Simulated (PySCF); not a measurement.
# Electronic structure of F²⁺ (fluorine, charge +2) at the PBE level

Configuration: [He] 2s2 2p2 3s1, high-spin 4P determinant (an excited configuration). Computed with PySCF 2.14 in aug-cc-pVTZ, with the non-relativistic Hamiltonian (point nucleus).

```
Total energy                                                  : -96.2679 hartree
One-electron energy                                           : -121.4819 hartree
Hartree (Coulomb) energy                                      : 33.9741 hartree
Exchange-correlation energy                                   : -8.7601 hartree
Kinetic energy                                                : 95.91865 hartree
⟨S²⟩                                                          : 3.7508
⟨L²⟩                                                          : 2.006
Sum of ⟨r⟩                                                    : 6.578 bohr
Sum of ⟨r²⟩                                                   : 12.64 bohr²
Traceless quadrupole moment −½Σ⟨3z² − r²⟩ along its main axis : 0.193 e·bohr²
Density at the nucleus (Gaussians lack the cusp)              : 439 bohr⁻³
Spin density at the nucleus                                   : 1.57 bohr⁻³
Langevin diamagnetic susceptibility                           : -10.0 ×10⁻⁶ cm³/mol
```

```
shell  electrons  mean orbital energy (hartree)  rms radius, mean of both spins (bohr)
 1s α          1                      -26.79269                                  0.205
 1s β          1                      -26.70858                                  0.205
 2s α          1                       -3.01435                                  0.966
 2s β          1                       -2.81333                                  0.966
 2p α          2                       -2.35305                                  0.923
 3s α          1                       -0.73643                                   3.00
```

The outer electron is Rydberg-like, and this basis confines it to a smaller radius and binds it less than a complete one would.
